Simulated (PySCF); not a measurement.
PySCF input for BHBr₂, SMILES BrBBr, PBE-D3(BJ)/def2-TZVP. Coordinates come from a PBE-D3(BJ)/def2-TZVP optimisation.

```python
import numpy as np
from pyscf import gto, scf, dft, df
from pyscf.hessian import thermo

mol = gto.M(
    atom='''
    B     0.00000000    0.00000000   -0.84051470
    H     0.00000000    0.00000000   -2.03255063
    Br    0.00000000   -1.65947510    0.08907320
    Br    0.00000000    1.65947510    0.08907320
    ''',
    basis='def2-TZVP',
    charge=0,
    spin=0,
    max_memory=1600,
    verbose=3,
)
mf = dft.RKS(mol, xc='pbe').density_fit(auxbasis='def2-universal-jkfit')
mf.disp = 'd3bj'
mf.grids.level = 3
mf.conv_tol = 1e-11
mf.max_cycle = 100
mf.kernel()

# analytic Hessian; the response equations are solved on a coarser grid
h, args, fine = mf.Hessian(), (mf.mo_energy, mf.mo_coeff, mf.mo_occ), mf.grids
h.max_memory = max(150, 2.5e-5 * df.make_auxmol(mol, mf.with_df.auxbasis).nao * mol.nelec[0] * (mol.nelec[0] + mol.nao))  # MB; small integral blocks
h1ao = h.make_h1(mf.mo_coeff, mf.mo_occ)
mf.grids = dft.Grids(mol).set(level=1).build(with_non0tab=True)
mo1, mo_e1 = h.solve_mo1(*args, h1ao)
mf.grids = fine
hess = h.hess_elec(*args, mo1, mo_e1, h1ao) + h.hess_nuc()
if mf.do_disp():
    hess += h.get_dispersion()
for i in range(mol.natm):  # the analytic DFT Hessian lacks the response of the grid: restore translational invariance
    hess[i, i] -= hess[i].sum(axis=0)
hess = (hess + hess.transpose(1, 0, 3, 2)) / 2
vib = thermo.harmonic_analysis(mol, hess, imaginary_freq=False)
thermo.dump_normal_mode(mol, vib)
th = thermo.thermo(mf, vib['freq_au'][vib['freq_au'] > 0], 298.15, 101325)
thermo.dump_thermo(mol, th)
g0 = mf.nuc_grad_method().set(verbose=0).kernel()

# dipole derivatives [dipole axis, atom, xyz] from the same response
r, irp = mol.intor('int1e_r'), mol.intor('int1e_irp').reshape(3, 3, mol.nao, mol.nao)
sl, dm0, ok = mol.aoslice_by_atom(), np.array(mf.make_rdm1()), []
dmu = np.einsum('a,xt->xat', mol.atom_charges(), np.eye(3))
for a, (_, _, p0, p1) in enumerate(sl):
    dmu[:, a] += 2 * np.einsum('xtij,ij->xt', irp[:, :, :, p0:p1], dm0.reshape(-1, mol.nao, mol.nao).sum(0)[:, p0:p1])
    for u, c, occ, f in [(mo1, mf.mo_coeff, mf.mo_occ, 4)]:
        dmu[:, a] -= f * np.einsum('tui,xuv,vi->xt', u[a], r, c[:, occ > 0], optimize=True)
L = vib['norm_mode']
ir = 974.8801 * (np.einsum('xat,kat->kx', dmu, L) ** 2).sum(1)       # km/mol
apt = np.einsum('xax->a', dmu) / 3
print('mode   freq/cm-1   IR/(km/mol)')
for k, w in enumerate(vib['freq_wavenumber']):
    print(f'{k + 1:4d} {w:11.2f} {ir[k]:13.3f}')
print('max |gradient| / (hartree/bohr):', abs(g0).max())
print('APT charges:', apt.round(4))
```

Program output:

```
converged SCF energy = -5173.01595950633

WARN: DFTD3 does not support analytical Hessian, using finite difference


WARN: Mole.unit (angstrom) is changed to Bohr

Mode                                 0                   1                   2
Irrep
Freq [cm^-1]                      173.1764            586.2531            703.3524
Reduced mass [au]                  38.5555              6.7609              1.4425
Force const [Dyne/A]                0.6813              1.3691              0.4205
Char temp [K]                     249.1622            843.4876           1011.9675
Normal mode                   x     y     z       x     y     z       x     y     z
       0   B                -0.00 -0.00  0.09    0.00 -0.00 -0.27   -0.17 -0.00 -0.00
       1   H                 0.00  0.00  0.08   -0.00 -0.00 -0.27    0.81 -0.00 -0.00
       2  Br                 0.00 -0.08 -0.01   -0.00 -0.02  0.02    0.01 -0.00  0.00
       3  Br                 0.00  0.08 -0.01   -0.00  0.02  0.02    0.01  0.00  0.00
Mode                                 3                   4                   5
Irrep
Freq [cm^-1]                      768.6769           1001.2509           2642.4204
Reduced mass [au]                   3.7787              1.2522              1.0960
Force const [Dyne/A]                1.3155              0.7396              4.5086
Char temp [K]                    1105.9549           1440.5771           3801.8546
Normal mode                   x     y     z       x     y     z       x     y     z
       0   B                 0.00 -0.26  0.00    0.00  0.14  0.00    0.00  0.00  0.09
       1   H                -0.00 -0.45 -0.00   -0.00 -0.88  0.00   -0.00  0.00 -0.95
       2  Br                -0.00  0.02 -0.01   -0.00 -0.00 -0.00   -0.00  0.00 -0.00
       3  Br                -0.00  0.02  0.01   -0.00 -0.00  0.00   -0.00 -0.00 -0.00
temperature 298.1500 [K]
pressure 101325.00 [Pa]
Rotational constants [GHz] 38.83608 1.14836 1.11538
Symmetry number 2
Zero-point energy (ZPE) 0.01338 [Eh]   35141.081 [J/mol]
                           tot       elec      trans        rot        vib
Entropy [J/mol/K]       291.736      0.000    172.917    104.157     14.662
Cv [J/mol/K]             45.194      0.000     12.472     12.472     20.250
Cp [J/mol/K]             53.508      0.000     20.786     12.472     20.250
Internal energy [J/mol]                      3718.434   3718.434  37786.573
Internal energy [Eh]   -5172.99873  -5173.01596
Enthalpy [J/mol]                             6197.391   3718.434  37786.573
Enthalpy [Eh]          -5172.99779
Gibbs free energy [J/mol]                  -45357.702 -27336.052  33415.127
Gibbs free energy [Eh] -5173.03092
mode   freq/cm-1   IR/(km/mol)
   1      173.18         0.015
   2      586.25        10.332
   3      703.35         1.688
   4      768.68       187.003
   5     1001.25       191.723
   6     2642.42        55.158
max |gradient| / (hartree/bohr): 6.548277022180935e-05
APT charges: [ 0.8432 -0.1412 -0.351  -0.351 ]
```

The run converged.
